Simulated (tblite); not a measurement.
Species: CH₉ClOSi₄.
Atom-mapped SMILES: `[CH3:1][Si@@H:2]1[O:3][Si@@H:4]([Cl:5])[SiH2:6][SiH2:7]1` (hydrogens: H8, H9, H10 on C1; H11 on Si2; H12 on Si4; H13, H14 on Si6; H15, H16 on Si7)

The geometry is computed with GFN2-xTB (gas phase).

Question: Give the optimised bond lengths and angles.

Answer: 
```
                bond  length (Å)
              C1–Si2       1.898
              Si2–O3       1.648
              O3–Si4       1.633
             Si4–Cl5       2.025
             Si4–Si6       2.322
             Si6–Si7       2.353
             Si2–Si7       2.333
C1–H8, C1–H9, C1–H10       1.086
             Si2–H11       1.467
             Si4–H12       1.459
             Si6–H13       1.470
             Si6–H14       1.473
             Si7–H15       1.473
             Si7–H16       1.472
```

Bonds in one row agree within 0.01 Å and their mean is given. A selection of angles:
```
      angle  degrees
  Si2–C1–H8    111.7
   H8–C1–H9    107.7
  C1–Si2–O3    106.3
 C1–Si2–Si7    115.1
 C1–Si2–H11    110.1
 O3–Si2–Si7    100.4
 O3–Si2–H11    103.2
Si7–Si2–H11    119.5
 Si2–O3–Si4    139.7
 O3–Si4–Cl5    106.2
 O3–Si4–Si6    101.2
 O3–Si4–H12    102.0
Cl5–Si4–Si6    113.0
Cl5–Si4–H12    106.4
Si6–Si4–H12    125.7
Si4–Si6–Si7     98.6
Si4–Si6–H13    113.0
Si4–Si6–H14    110.2
Si7–Si6–H13    116.6
Si7–Si6–H14    114.8
H13–Si6–H14    104.0
Si6–Si7–H15    114.5
Si6–Si7–H16    113.3
Si2–Si7–Si6     99.2
Si2–Si7–H15    113.6
Si2–Si7–H16    113.3
H15–Si7–H16    103.4
```

Torsions: C1–Si2–O3–Si4 -126° (anticlinal); Si2–O3–Si4–Cl5 -107° (anticlinal); O3–Si4–Si6–Si7 -8° (synperiplanar); Si4–Si6–Si7–Si2 6° (synperiplanar); C1–Si2–Si7–Si6 111° (anticlinal).

Si2 (oxygen-bound silicon) is distorted tetrahedral (angles from 100.4° to 119.5°). Si7 (SiH2 silicon) is distorted tetrahedral (angles from 99.2° to 114.5°). Si4 (chlorine-bound silicon) has angles from 101.2° to 125.7°. The 3 Si–Si bonds span 2.322 Å (Si4–Si6, drawn single) to 2.353 Å (Si6–Si7, drawn single), a spread of 0.031 Å. Si6 (SiH2 silicon) is distorted tetrahedral (angles from 98.6° to 116.6°). The 5-membered ring Si2–O3–Si4–Si6–Si7 has internal angles of 98.6° to 139.7°; it is slightly puckered (a soft mode that the optimisation may not have finished), 0.05 Å rms from its mean plane, widest ring torsion 11°.

Point group: C1 (no symmetry element, even within 0.4 Å). Its GFN2-xTB frequencies are all real (lowest 36 cm⁻¹). The numbers are those of one conformer. 3 starts were optimised and ended at 0.00, 0.02 and 0.74 kcal/mol (GFN2-xTB); the lowest of these is shown.
